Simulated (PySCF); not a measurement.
GeH$_{6}$NSi (calculated)

Computed with PySCF 2.14.0. Calculation on a computer-drawn molecule: the log of a Hartree-Fock and frozen-core CCSD(T) single point meant for a local Hartree-Fock minimum, with one planted fault or none, to be diagnosed. Offsets are logged minus clean, where the clean run is the same molecule without the fault. The reference is restricted for singlets and unrestricted otherwise, and also for a bond in bohr or an excited solution. Adding or removing an electron swaps singlet and doublet. The excited solution moves the top pair (singlet) or top alpha electron (doublet) to the lowest empty orbital. Highest occupied and lowest empty are orbital energies over both spins, largest force is the largest gradient component, triples share is (T) over the correlation energy, the T1 limit is 0.02 restricted and 0.045 unrestricted, electrons count all cores, a negative frequency is imaginary (commonest isotopes), and the dipole is about the centre of nuclear charge; on germanium a core potential holds 10 electrons, which the energies leave out, and 3d is frozen in MP2 and coupled-cluster steps.

```xyz
9
formula=GeH6NSi meant_charge=0 meant_multiplicity=2 meant_basis=cc-pV(D+d)Z meant_basis_and_core_potential_on_germanium=cc-pVDZ-PP_ECP10MDF logged_electrons=59 logged_basis_functions=90 logged_SCF_converged=yes logged_spin_squared=0.7961 logged_highest_occupied=-3.0225 logged_lowest_empty=-0.48844 logged_largest_force=0.048547 logged_dipole_magnitude=2.366 logged_SCF_stable_within_its_kind=no logged_energy_HF=-640.07699 possible_faults=no_fault,one_electron_removed,one_electron_added,multiplicity_raised_by_two,geometry_at_a_saddle_point,SCF_held_on_an_excited_solution,minimal_basis_STO-3G,one_bond_length_entered_in_bohr,all_coordinates_scaled planted_fault=SCF_held_on_an_excited_solution HF_energy_offset_from_clean_run=102.6
N      2.0857     2.3100    -0.5696
Si     0.4370     2.4477    -1.0756
Ge    -0.7861     0.4699    -0.4439
H      2.6515     1.5567    -0.9138
H      2.6399     3.1403    -0.4665
H     -0.1119     3.6555    -0.4033
H     -2.2116     0.5266    -1.0089
H     -0.8780     0.2867     1.0784
H     -0.0960    -0.7734    -1.0261
```

Units: logged_highest_occupied, logged_lowest_empty in eV; logged_largest_force in hartree/bohr; logged_dipole_magnitude in debye; logged_energy_HF in hartree; HF_energy_offset_from_clean_run in kcal/mol.

Drawn bonds:
```
atom  other atom  order
   1           2      1
   2           3      1
   1           4      1
   1           5      1
   2           6      1
   3           7      1
   3           8      1
   3           9      1
```

Notes: coupled-cluster numbers left out as unreliable.
